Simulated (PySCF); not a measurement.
## A survey of 17O NMR shifts

Method: geometry: GFN2-xTB, shieldings: GIAO PBE0/pcSseg-1, in PySCF 2.14.0 with density-fitted response routines (single conformer, non-relativistic Hamiltonian, equivalent nuclei averaged, isolated molecule).

Shieldings were converted by a linear fit to measured shifts: 17O (scatter 10.7 ppm rms, 12.2 ppm with the 3 outliers that the fit left out vs liquid water, solution or neat liquid). Occasional misses reach two or three times the rms, and more in compound classes unlike the fitted ones.

Question: Give the 17O shifts of `C=C[C@@H]1CCO[Si@@H](N)O1`, `CO[C@@H]1C[Si@H](C#N)[SiH2][SiH2]1`, `COC[SiH2]O[C@H](C)C#N`, `CC(C)(C)c1oc(Cl)cp1`.

Answer: 
```csv
compound,environment,δ (ppm)
[CH2:1]=[CH:2][C@@H:3]1[CH2:4][CH2:5][O:6][Si@@H:7]([NH2:8])[O:9]1,"O9: oxygen bonded to C, Si, in a 6-membered ring",23.7
[CH2:1]=[CH:2][C@@H:3]1[CH2:4][CH2:5][O:6][Si@@H:7]([NH2:8])[O:9]1,"O6: oxygen bonded to C, Si, in a 6-membered ring",6.1
CO[C@@H]1C[Si@H](C#N)[SiH2][SiH2]1,ether oxygen,0.1
[CH3:1][O:2][CH2:3][SiH2:4][O:5][C@H:6]([CH3:7])[C:8]#[N:9],"O5: oxygen bonded to C, Si",-0.6
[CH3:1][O:2][CH2:3][SiH2:4][O:5][C@H:6]([CH3:7])[C:8]#[N:9],O2: ether oxygen,-37.0
CC(C)(C)c1oc(Cl)cp1,aromatic ring oxygen,287.8
```

Question: Order these by 17O shift, lowest first.
A. [SiH3]c1cocp1
B. C[C@@H](CC(F)(F)F)C(=O)Cl
C. C=CC[P@@]1(=O)C[C@H]1C
D. CO[Si@H](C)C([SiH3])[SiH3]
E. CO/C(F)=C/CC(F)(F)F

Answer: D (-22.2 ppm, oxygen bonded to C, Si), C (11.0 ppm, P=O oxygen), E (52.7 ppm, ether oxygen), A (294.8 ppm, aromatic ring oxygen), B (490.6 ppm, carbonyl oxygen).
